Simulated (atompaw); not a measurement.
# Mn: PAW (atompaw) pseudisation with PBE, scalar-relativistic reference atom.

atompaw 4.2.0.5 was run on this input:

```
Mn 25
GGA-PBE scalarrelativistic loggrid 1500 logderivrange -3 5 201
4 4 3 0 0 0
4 0 1.75
4 1 0
3 2 5
0 0 0
c
c
c
v
c
c
v
v
2
3.00 2.25 2.05 1.95
y
1.05
n
y
1.2
n
y
0.05
n
bloechl sinc
bessel
PWSCFOUT
UPFDX 0.0125d0 UPFXMIN -7.d0 UPFZMESH 25.d0
END
```

Command:

```bash
atompaw < Mn.input > Mn.log
```

Output (summary file):

```
[... start of the log left out ...]

 Exchange-correlation type: GGA, Perdew-Burke-Ernzerhof

 Radial integration grid is logarithmic
 r0 =   3.3078265E-04 h =   8.2695663E-03   n =      1500 rmax =   8.0000000E+01

 Scalar relativistic calculation

 SCatom converged in   1 iterations
   nz     =  25.00
   delta  =       9.591376678818E-17

 Valence Electron Orbital energies:
  n  l      occupancy      energy
   4  0      1.7500000E+00 -4.9330584E-01
   4  1      0.0000000E+00 -1.9933466E-01
   3  2      5.0000000E+00 -6.3710304E-01

 Total energy
   Total                    :    -2316.48310206689666
   Valence                  :     -123.58611474671510

 PAW parameters:
       lmax =            2
         rc =    3.0008714927452780
        irc =         1103
   rc_shape =    2.2652875454899202
    rc_vloc =    2.0512547385661501
    rc_core =    1.9519445345143527

iter nodes cp cpmin cpmax 999 1 7.5454809E+00 -1.0000000E+02 8.4328499E+00
iter nodes del 999 1 2.0393582017599861
bsolv iter cp 1000 7.5117186818311898
iter nodes cp cpmin cpmax 1000 1 7.5117187E+00 -1.0000000E+02 8.4328499E+00
iter nodes del 1000 1 2.1596966631789267
terminating projector 1000
```

The run stopped because the iteration for the Blöchl projector did not settle.

The run took about 1.7 s on one core of a shared server CPU.
